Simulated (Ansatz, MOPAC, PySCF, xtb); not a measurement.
The same groups moved round the core (propene cyano+boryl). All species are isolated molecules in the gas phase. One relaxed conformer stands for each flexible species; it need not be the lowest. Strings in code marks are SMILES.

Quantity: electronic energy of isomers of C4H6BN relative to `B/C(C#N)=C/C`, in kcal/mol. The restricted reference of `B/C(C)=C/C#N`, `B/C(C)=C\C#N`, `B/C=C(/C)C#N`, `B/C=C(\C)C#N`, `B/C=C\CC#N`, `BC/C=C/C#N` and `BC/C=C\C#N` is unstable towards unrestricted orbitals. Semi-empirical values (MOPAC) are differences of heats of formation.

Level 1: frozen-core MP2/cc-pVTZ // CAM-B3LYP-D3(BJ)/def2-TZVP (Ansatz, a first-principles code)
Level 2: PBE/6-31G* // CAM-B3LYP-D3(BJ)/def2-TZVP (PySCF)
Level 3: AM1 // CAM-B3LYP-D3(BJ)/def2-TZVP (MOPAC)
Level 4: GFN2-xTB (xtb)

| species | level 2 | level 3 | level 4 |
|---|---|---|---|
| `BC/C=C\C#N` | 8.83 | -1.31 | 4.74 |
| `BC/C=C/C#N` | 9.24 | -1.65 | 4.94 |
| `B/C=C\CC#N` | 10.1 | 3.25 | 6.84 |
| `B/C(C)=C\C#N` | 5.70 | 2.85 | 2.88 |
| `B/C(C)=C/C#N` | 3.72 | 2.46 | 2.35 |
| `B/C=C(/C)C#N` | 3.97 | 2.87 | 2.04 |
| `B/C=C(\C)C#N` | 4.22 | 3.08 | 2.41 |
| `BC(=C)CC#N` | 10.4 | 4.88 | 6.93 |

### Question
What does level 1 give for each, and how far do the other levels lie from it on average?

### Answer

- `BC/C=C\C#N`: 7.96
- `BC/C=C/C#N`: 8.78
- `B/C=C\CC#N`: 8.67
- `B/C(C)=C\C#N`: 5.83
- `B/C(C)=C/C#N`: 3.78
- `B/C=C(/C)C#N`: 3.31
- `B/C=C(\C)C#N`: 4.06
- `BC(=C)CC#N`: 7.85
Mean absolute difference from level 1, which has limits of its own, over these rows (drawn at random from the members that have all these levels): level 2 0.79 kcal/mol, level 3 4.23 kcal/mol, level 4 2.14 kcal/mol.
